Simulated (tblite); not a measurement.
Compound: C₈H₇ (doublet state).
SMILES: `C=[C]C#CC=C1CC1`

Computed values, GFN2-xTB/tblite, gas phase, harmonic and unscaled. Against measured fundamentals such values can be off by several per cent, at times by over 20. Open shells enter through the occupations alone, without spin polarisation, and single modes of such species can be off by tens of per cent.

Harmonic wavenumbers (cm⁻¹): 60.3, 81.4, 161.5, 163.1, 214.9, 246.3, 282.5, 298.3, 370.6, 429.9, 458.1, 765.7, 767.8, 774.0, 820.8, 835.7, 899.2, 940.1, 1022.6, 1031.3, 1057.0, 1078.0, 1119.7, 1138.6, 1217.8, 1324.3, 1402.6, 1426.2, 1448.2, 1740.9, 1918.5, 2102.9, 2988.7, 3011.4, 3022.4, 3036.4, 3045.5, 3053.2, 3054.8.

A = 9391, B = 730.1, C = 686.6 MHz; mass 103.055 u (most abundant isotopes); point group Cs, symmetry number 1; spin multiplicity 2.

Question: What is the zero-point energy?

Answer: Half the sum of the wavenumbers: 24406 cm⁻¹ = 69.78 kcal/mol.

Question: Give the ideal-gas entropy at 273.15 K and 1 bar in the rigid-rotor, harmonic-oscillator model (classical rotation).

Answer: Translation 39.40, rotation 28.35, vibration 22.47, spin (R ln 2) 1.38: S = 91.6 cal/(mol K).

Question: And Cp and H(273.15 K) − H(0)?

Answer: Cp = 31.74 cal/(mol K), of which vibrations give 23.79 (their classical limit is 39 R = 77.5); H(273.15 K) − H(0) = 5.52 kcal/mol without the zero-point energy, 3.35 from vibrations.

Question: How do the functions run with temperature in this model?

Answer: 
| T (K) | S (cal/(mol K)) | Cp (cal/(mol K)) | H − H(0) (kcal/mol) | G − H(0) (kcal/mol) | ln q(vib) |
| --- | --- | --- | --- | --- | --- |
| 100 | 67.7 | 17.5 | 1.21 | -5.56 | 1.23 |
| 200 | 82.6 | 26.0 | 3.41 | -13.12 | 3.47 |
| 300 | 94.7 | 33.8 | 6.40 | -22.00 | 5.74 |
| 500 | 115.3 | 47.3 | 14.59 | -43.06 | 10.13 |
| 800 | 140.6 | 60.1 | 30.87 | -81.58 | 16.23 |
| 1000 | 154.6 | 65.7 | 43.48 | -111.13 | 19.94 |

q(vib) and H(0) count from the zero-point level.

Question: Which modes carry the vibrational entropy at 273.15 K?

Answer: 60.3 cm⁻¹: 4.27; 81.4 cm⁻¹: 3.69; 161.5 cm⁻¹: 2.37; 163.1 cm⁻¹: 2.35; 214.9 cm⁻¹: 1.84; 246.3 cm⁻¹: 1.60 cal/(mol K); the other 33 give 6.34 together.

Hindered rotation and anharmonicity are outside this model.

On an Arm Neoverse V2 with one thread, no GPU, shared host with 192 logical CPUs at a one-minute load of 23, this took 0.33 s. This covers the Hessian and the dipole derivatives.
